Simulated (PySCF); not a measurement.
**Radial density of Pb⁵⁰⁺ (lead, charge +50)**

UHF, [Ar] 3d10 4s2 4p2, high-spin 3P determinant. Computed with PySCF 2.14 in an uncontracted even-tempered set (17 s from 6.4 bohr⁻², ratio 2.5; 11 p from 8.3 bohr⁻², ratio 2.5; 8 d from 15 bohr⁻², ratio 2.5; 4 f from 40 bohr⁻², ratio 2.7; 4 g from 60 bohr⁻², ratio 2.7), with the non-relativistic Hamiltonian (point nucleus).

```tsv
r (bohr)	4πr²ρ (e/bohr)	4πr²(ρα − ρβ)
0.000332	0.5210	0.0000
0.000558	1.420	0.0000
0.000939	3.775	0.0001
0.00158	9.615	0.0003
0.00266	22.80	0.0013
0.00447	47.98	0.0072
0.00752	82.87	0.0418
0.0126	105.4	0.2125
0.0213	97.54	0.7894
0.0358	114.7	1.5578
0.0602	144.7	0.4758
0.101	112.8	1.3423
0.170	118.5	1.7004
0.286	30.10	4.4779
0.482	8.860	4.3168
0.810	0.08774	0.0295
```

A non-relativistic calculation at this Z misses sizeable relativistic shifts. Spin-orbit coupling is strong in this species (close to jj coupling), so the high-spin LS determinant is a model state, not a physical level.
